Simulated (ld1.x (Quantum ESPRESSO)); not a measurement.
# Ranking TM semilocal potentials for Ni (Z = 28)

All share these settings but for the change named:

| Property | Result |
| --- | --- |
| Element | Ni |
| Generator | ld1.x (Quantum ESPRESSO) 7.5 |
| Type | norm-conserving Troullier–Martins (semilocal form) |
| Functional | PBE |
| Relativity | scalar-relativistic |
| Frozen core | [Ne] 3s2 |
| Valence charge | 16 |
| Reference configuration | 3p6 3d8 4s1.5 4p0 (charge +0.5) |
| Partial waves | 3p (bound): rc 0.75 bohr; 3d (bound): rc 1.05 bohr; 4s (bound): rc 2.05 bohr |
| Local potential | the s channel |
| Core correction | none |

Cutoff: the first of the cutoffs (Ry, on a coarse ladder) from which the occupation-weighted sum of valence levels, in a spherical-Bessel basis at the reference potential, stays within 10 and 1 mRy of its value at 400 Ry; the density cutoff is not measured.

The base gives 200 Ry.

Of 7 variants that were run, those that failed, showed a ghost or another fault, or gave nearly equal values are left out.

A variant can come out equal or close to the base.

Rank these variants from softest to hardest (loose cutoff).
A. all radii scaled by about 0.87 (s 1.78, p 0.66, d 0.92 bohr)
B. all radii scaled by about 1.39 (s 2.84, p 1.04, d 1.46 bohr)
C. all radii scaled by about 1.13 (s 2.32, p 0.84, d 1.18 bohr)
D. all radii scaled by about 0.91 (s 1.88, p 0.68, d 0.96 bohr)

B (140 Ry), C (180 Ry), D (230 Ry), A (260 Ry).
